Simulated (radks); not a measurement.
Task: Radial electron density D(r) = 4 pi r^2 rho(r) of an atom or ion with 60 electrons. Method: Dirac Kohn-Sham, PBE, spin-unpolarised, spherical densities, finite nucleus; Fermi nuclear charge, rms radius of each element as measured or else 0.836 A^(1/3) + 0.57 fm; computed with a radial shooting solver on a logarithmic mesh with Libxc functionals.

```
   r/bohr * D(r) (the largest magnitude, 108, reaches the edge; | marks zero)
0.0009396 | *
 0.001273 |  *
 0.001726 |    *
 0.002339 |      *
 0.003145 |          *
 0.004262 |                *
 0.005776 |                       *
 0.007828 |                               *
  0.01061 |                                      *
  0.01438 |                                          *
  0.01949 |                                         *
  0.02641 |                                      *
  0.03551 |                                      *
  0.04812 |                                              *
  0.06521 |                                                      *
  0.08838 |                                                  *
   0.1198 |                                         *
   0.1623 |                                            *
     0.22 |                                              *
   0.2982 |                            *
   0.4009 |                  *
   0.5433 |                      *
   0.7363 |               *
   0.9979 |       *
    1.352 |    *
    1.833 |  *
    2.484 |*
    3.367 *
    4.526 *
    6.134 *
```

What is the nuclear charge?

Result: Z = 62. The innermost maximum, from 1s, lies near gamma/Z bohr with gamma = sqrt(1 - (Z/c)^2) = 0.892, here 0.0144 bohr (found: 0.0158), and its height grows with Z. The density is that of the samarium ion Sm2+ in [Xe] 4f6; the configuration itself is not fixed sharply by these data, and Z only to a few units. D(r) has 4 maxima, at r = 0.0158, 0.0701, 0.197, 0.543 bohr, and minima at 0.0307, 0.129, 0.391 bohr, inside which lie 2.02, 11.16, 29.27 electrons.
